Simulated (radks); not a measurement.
Results of a calculation; reference values are marked as such.
Question: Radial electron density D(r) = 4 pi r^2 rho(r) of an atom or ion with 27 electrons. Level of theory: Dirac Kohn-Sham, PBE, spin-unpolarised, spherical densities, finite nucleus; Fermi nuclear charge, rms radius of each element as measured or else 0.836 A^(1/3) + 0.57 fm (a radial shooting solver on a logarithmic mesh with Libxc functionals).

r (bohr),D(r) (e/bohr)
0.006223,5.595
0.008168,8.547
0.01081,12.76
0.01419,18.00
0.01877,24.16
0.02464,29.80
0.0326,33.54
0.04313,33.63
0.05661,30.46
0.07491,27.12
0.09832,28.21
0.1301,34.30
0.1708,38.42
0.2259,33.12
0.2989,21.53
0.3924,16.00
0.5192,18.91
0.6815,20.13
0.9017,14.47
1.184,7.330
1.566,2.893
2.072,1.159
2.72,0.5825
3.598,0.3034
4.723,0.1210
6.249,0.02660
8.203,0.002728

What is the nuclear charge?

Answer: Z = 28. The innermost maximum, from 1s, lies near gamma/Z bohr with gamma = sqrt(1 - (Z/c)^2) = 0.979, here 0.035 bohr (found: 0.0376), and its height grows with Z. The density is that of the nickel ion Ni+ in [Ar] 3d8 4p1; the configuration itself is not fixed sharply by these data, and Z only to about a unit. D(r) has 3 maxima, at r = 0.0376, 0.172, 0.629 bohr, and minima at 0.0818, 0.396 bohr, inside which lie 2.12, 10.77 electrons.
